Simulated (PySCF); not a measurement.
Relaxation of quartet Br₃

All numbers come from UPBE0/[Br def2-TZVP], no relativity, density fitting, PySCF. A (50,194) grid was used.

A hand-made equilateral triangle start, of D3h symmetry, held to at least that symmetry:

```xyz
3
charge 0 multiplicity 4, angstrom
Br    0.0000    1.3164    0.0000
Br    1.1400   -0.6582    0.0000
Br   -1.1400   -0.6582    0.0000
```

Q: What does it relax to?

A: It ends at D3h with Br–Br 2.807 Å (×3); Br–Br–Br 60.0° (×3). The frequency run here used a shortcut that can spoil soft modes, so no verdict on minimum or saddle point is given.

Q: How much energy is released, and in how many steps?

A: 302.6 kJ/mol in 6 steps.
